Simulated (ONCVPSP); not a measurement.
# Reading a pseudo-wave (fluorine (F))

Columns: radius, all-electron u(r) and pseudo u(r) of the 2s shell (level -29.65 eV) of fluorine in the configuration [He] 2s2 2p5; LDA (Perdew-Wang 92), scalar-relativistic, ONCV scheme, ONCVPSP 4.0.1.

```
r (bohr)  all-electron  pseudo
   0.065       -0.4253  0.0850
   0.130       -0.4039  0.1774
   0.195       -0.1976  0.2783
   0.260        0.0635  0.3836
   0.325        0.3170  0.4898
   0.390        0.5356  0.5981
   0.455        0.7101  0.7099
   0.520        0.8405  0.8198
   0.585        0.9305  0.9143
   0.650        0.9865  0.9803
   0.715        1.0145  1.0136
   0.780        1.0203  1.0203
   0.845        1.0090  1.0090
   0.910        0.9849  0.9849
   0.975        0.9515  0.9515
   1.040        0.9117  0.9117
   1.105        0.8677  0.8677
   1.170        0.8212  0.8213
   1.235        0.7737  0.7737
   1.300        0.7262  0.7262
   1.365        0.6793  0.6793
   1.430        0.6336  0.6336
   1.495        0.5896  0.5896
   1.560        0.5476  0.5476
   1.625        0.5075  0.5075
   1.690        0.4697  0.4697
```

**Question.** How many radial nodes do the two functions have?

**Answer.** The all-electron 2s function has n − l − 1 = 1; the pseudo-wave has 0, since the states of the same l below it are removed with the core.

**Question.** At about which radius was the pseudo-wave matched?

**Answer.** 0.80 bohr, where the columns begin to agree (steps of 0.07 bohr).

**Question.** Where does each function peak?

**Answer.** Outermost all-electron maximum near 0.78 bohr, pseudo maximum near 0.78 bohr (to the table’s step).

**Question.** Is the pseudo-wave norm-conserving?

**Answer.** Yes: the ONCV scheme keeps the norm inside the radius equal to the all-electron one, which fixes the energy derivative of the logarithmic derivative at the level.
